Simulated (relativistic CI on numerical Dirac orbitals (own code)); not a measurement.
**Ru³⁺: 4p photoemission**

Computed with this model: Dirac-Coulomb-Breit CI, separate exchange-only KLI orbitals for each configuration, model QED (radiative potential, 1s self-energy scaled to tabulated hydrogen-like ionisation energies), multiplet model of photoemission in the sudden approximation, unscaled Slater integrals; configurations [Kr] 4d5 → [Ar] 3d10 4s2 4p5 4d5; 80 K; Lorentzian 1.2 eV and Gaussian 0.6 eV FWHM. Energies are those of the free ion, without screening or charge transfer. The energies are binding energies and can lie tens of eV above those of solids. S is read from ⟨S²⟩ = S(S + 1).

Field parameters in Wybourne normalisation: D3d B²₀ = −7Dσ, B⁴₀ = −14Dq − 21Dτ, B⁴₃ = −14√(10/7) Dq; D4h B²₀ = −7Ds, B⁴₀ = 21(Dq − Dt), B⁴₄ = 21√(5/14) Dq. The field is a parameter set, without covalency.

free ion: ground-state S = 2.49, centroid 90.41 eV. Peaks (eV, height): 83.6 (100), 84.4 (95), 88.0 (41), 104.4 (55).

D3d, 10Dq = 44450, Dσ = 900, Dτ = -120 cm⁻¹: ground-state S = 0.51, centroid 90.79 eV. Peaks (eV, height): 86.6 (100), 91.8 (34), 100.2 (8), 102.0 (8), 103.6 (8), 106.2 (6).

D4h, 10Dq = 20600, Ds = -1130, Dt = 90 cm⁻¹: ground-state S = 2.47, centroid 90.41 eV. Peaks (eV, height): 83.6 (100), 84.4 (95), 104.4 (51).

D3d, 10Dq = 26750, Dσ = 550, Dτ = -270 cm⁻¹: ground-state S = 0.56, centroid 90.76 eV. Peaks (eV, height): 86.4 (100), 92.6 (28), 97.8 (12), 101.2 (12), 103.0 (10), 105.6 (6).

Strongest unbroadened transitions for D4h, 10Dq = 20600, Ds = -1130, Dt = 90 cm⁻¹:

| Energy (eV) | Relative strength |
| --- | --- |
| 83.40 | 100.0 |
| 84.52 | 50.6 |
| 84.53 | 24.4 |
| 85.50 | 17.2 |
| 85.52 | 19.3 |
| 85.53 | 4.6 |
| 103.01 | 4.0 |
| 103.02 | 4.1 |
| 103.79 | 4.7 |
| 103.85 | 10.1 |
| 103.87 | 4.6 |
| 103.92 | 4.4 |
| 103.93 | 4.1 |
| 104.66 | 6.1 |
| 104.73 | 4.3 |
| 104.75 | 6.5 |
| 104.84 | 6.1 |
| 104.94 | 5.6 |
